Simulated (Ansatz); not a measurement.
Basis-set series for CH3AlF2 (`F[CH2][AlH][F]`). Charge 0, multiplicity 1. The geometry is a stationary point of PBE0-D4/def2-TZVP. It is one conformer, not always the lowest.

```json
{"functional": "PBE0-D4", "basis": "def2-SVP", "functions": "75", "energy (Eh)": "-481.45429", "HOMO (eV)": "-7.97", "LUMO (eV)": "-1.01"}
{"functional": "PBE0-D4", "basis": "def2-QZVPP", "functions": "331", "energy (Eh)": "-481.86003", "HOMO (eV)": "-8.16", "LUMO (eV)": "-1.20"}
{"functional": "ωB97M-V", "basis": "def2-SVP", "functions": "75", "energy (Eh)": "-481.71452", "HOMO (eV)": "-10.22", "LUMO (eV)": "0.67"}
{"functional": "ωB97M-V", "basis": "def2-QZVPP", "functions": "331", "energy (Eh)": "-482.12618", "HOMO (eV)": "-10.43", "LUMO (eV)": "0.19"}
```

Give the rows for def2-TZVPP. (Best estimate.)

Computed: 
| functional | basis | functions | energy (Eh) | HOMO (eV) | LUMO (eV) |
| --- | --- | --- | --- | --- | --- |
| PBE0-D4 | def2-TZVPP | 177 | -481.83846 | -8.12 | -1.14 |
| ωB97M-V | def2-TZVPP | 177 | -482.10565 | -10.39 | 0.43 |

Positive LUMOs are unbound and depend on the basis.
